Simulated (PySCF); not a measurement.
1,3-disilinane (C₄H₁₂Si₂), SMILES C1C[SiH2]C[SiH2]C1. Geometry: PBE-D3(BJ)/def2-SVP. One conformer was computed; it need not be the lowest.

Q: Give the equilibrium geometry at PBE-D3(BJ)/def2-SVP (PySCF confirms it by a frequency run) as a Z-matrix, and its point group. (The exact figures need the calculation; the answer reports its results.)

A: Several could match; the one computed here: point group Cs.
```
C
H 1 1.1124
H 1 1.1135 2 105.37
C 1 1.5432 2 109.12 3 117.32
H 4 1.1112 1 110.24 2 -51.58
H 4 1.1137 5 105.72 1 -118.67
C 1 1.5432 2 109.12 3 -117.32
H 7 1.1112 1 110.24 2 51.58
H 7 1.1137 8 105.72 1 118.67
Si 7 1.9035 8 108.14 9 115.51
H 10 1.5087 7 110.18 8 -59.79
H 10 1.5091 11 108.04 7 -119.11
C 10 1.8957 11 111.89 12 -120.31
H 13 1.1098 10 111.67 11 68.95
H 13 1.1120 14 107.42 10 118.86
Si 13 1.8957 14 111.67 15 118.86
H 16 1.5087 13 111.89 14 -68.95
H 16 1.5091 17 108.04 4 119.11
```
Charge 0, spin multiplicity 1.
